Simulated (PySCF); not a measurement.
Li₂O, optimised at B3LYP/6-31G*:

```xyz
3

Li     0.9798     0.9520    -0.8825
O      0.0000     0.0000     0.0000
Li    -0.9798    -0.9520     0.8825
```

Method: PySCF energies (xtb for GFN2) plus ideal-gas RRHO corrections (1 bar). 6-31G* has spherical d functions here. All species are closed-shell singlets. B3LYP is the form with VWN-RPA correlation.

Question: List the harmonic frequencies (cm⁻¹, unscaled) at this level and at the other levels, each on its own geometry.

Answer: 
- B3LYP/6-31G*: 122, 125, 822, 1084
- GFN2-xTB: 149, 149, 697, 906
- HF/6-31G*: 133, 133, 866, 1149
- PBE/def2-SVP: 129, 133, 819, 1061
- PBE0/def2-TZVP: 139, 141, 816, 1067
